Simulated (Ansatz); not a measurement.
A nudged elastic band was laid between two geometries of BCl2HO + H2S (8 atoms, charge 0, multiplicity 1).

Method: RKS BHLYP-D4/def2-SVP (Ansatz).

- movable images: 5
- climbing image: yes
- spring: 5.0 eV/Å²
- optimiser: quadratic models (default)
- start path: through a guess of the saddle point
- force threshold: 0.05 eV/Å
- iteration limit: 60
- end points: relaxed

Initial state:

```xyz
8
Properties=species:S:1:pos:R:3
B 0.056 -0.537 0.064
Cl -0.353 -1.126 1.678
Cl 1.743 -0.437 -0.415
O -0.879 -0.222 -0.822
H -1.773 -0.265 -0.488
S 0.199 2.654 1.291
H 1.287 2.380 0.559
H 0.651 1.959 2.345
```

Final state:

```xyz
8
Properties=species:S:1:pos:R:3
B 0.078 0.617 -0.280
Cl -0.064 -0.528 3.035
Cl 1.481 -0.329 -0.791
O -1.166 0.190 -0.485
H -1.236 -0.672 -0.892
S 0.266 2.229 0.539
H 1.605 2.243 0.550
H -0.031 0.656 2.536
```

**Question.** What changes between the two ends?

**Answer.** Bonds broken: B1–Cl2, S6–H8. Bonds formed: B1–S6, Cl2–H8. BCl2HO + H2S becomes BClH2OS + ClH.

**Question.** What energy profile does the band end with?

**Answer.** It converged. The highest image is number 3 of 0 to 6, 145.9 kJ/mol above the first end and 126.4 kJ/mol above the last; the last end lies 19.5 kJ/mol above the first. The profile has 2 maxima (images 3, 5) with wells between them (image 4): this band takes more than one step, which may be the mechanism or a detour left from its start path. A vibrational analysis at the climbing image gives one clearly imaginary mode, 1059i cm⁻¹: a first-order saddle point. The orbitals stay closed-shell, which can raise the energy where a bond breaks towards radicals; this wasn't checked here.

```tsv
image	path coordinate (Å)	energy (kJ/mol)	B1–Cl2 (Å)	S6–H8 (Å)	B1–S6 (Å)
0	0.00	0.0	1.77	1.34	3.42
1	0.76	2.0	1.77	1.34	3.35
2	1.52	40.7	1.83	1.35	2.68
3	2.28	145.9	2.25	1.57	2.01
4	3.26	33.3	3.20	2.35	1.84
5	4.26	45.0	3.21	2.55	1.82
6	5.26	19.5	3.51	2.56	1.82
```

**Question.** What is the geometry of the highest image?

**Answer.** 
```xyz
8
Properties=species:S:1:pos:R:3:forces:R:3
B 0.209 0.194 0.021 -0.01 -0.01 0.01
Cl -0.113 -0.559 2.114 0.00 0.01 -0.01
Cl 1.825 -0.295 -0.507 0.01 0.00 -0.01
O -0.854 -0.199 -0.696 0.00 0.00 0.02
H -1.714 -0.047 -0.312 0.00 0.00 -0.02
S 0.150 2.065 0.744 0.00 0.02 -0.01
H 1.470 2.208 0.926 0.00 0.00 0.00
H -0.043 1.038 1.922 0.00 -0.02 0.01
```

Time of the run: 8 min on 2 threads of Intel(R) Xeon(R) Platinum 8259CL CPU @ 2.50GHz (Skylake/Cascade Lake), with other jobs on the host, peak memory 0.26 GiB.
